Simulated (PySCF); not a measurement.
## How methods differ on the interval between two levels of Al⁺

Al⁺ [Ne] 3s2 → Al⁺ [Ne] 3s1 3p1 [3P2, M_J = 2], as a difference of total energies. Calculation: PySCF 2.14, in x2c-TZVPall-2c with one added diffuse shell each of s, p type (6s7p2d1f, 44 functions); the two-component X2C-1e Hamiltonian. Correlated levels: [Ne] frozen; the 6 highest virtual spinors dropped. "Screened" scales the spin-orbit matrix elements by Boettger's factors to mimic the two-electron term; Breit and QED terms are absent.

| method | interval between two levels (cm⁻¹) | error (cm⁻¹) |
| --- | --- | --- |
| GHF (spin-free) | 29269 | -8309 |
| GMP2 (spin-free) | 34474 | -3104 |
| GHF (screened spin-orbit) | 29335 | -8243 |
| GMP2 (screened spin-orbit) | 34539 | -3038 |

Reference: 37578 cm⁻¹ (measured; NIST Handbook of Basic Atomic Spectroscopic Data (Sansonetti and Martin, J. Phys. Chem. Ref. Data 34, 1559 (2005))).

Errors of the correlated levels include the incompleteness of this basis and the frozen core.

The labels give the starting determinants; with spin-orbit coupling the two ends relaxed to ⟨J²⟩ = 0.00, ⟨L²⟩ = 0.00, ⟨S²⟩ = 0.00 and ⟨J²⟩ = 6.01, ⟨L²⟩ = 2.01, ⟨S²⟩ = 2.00.
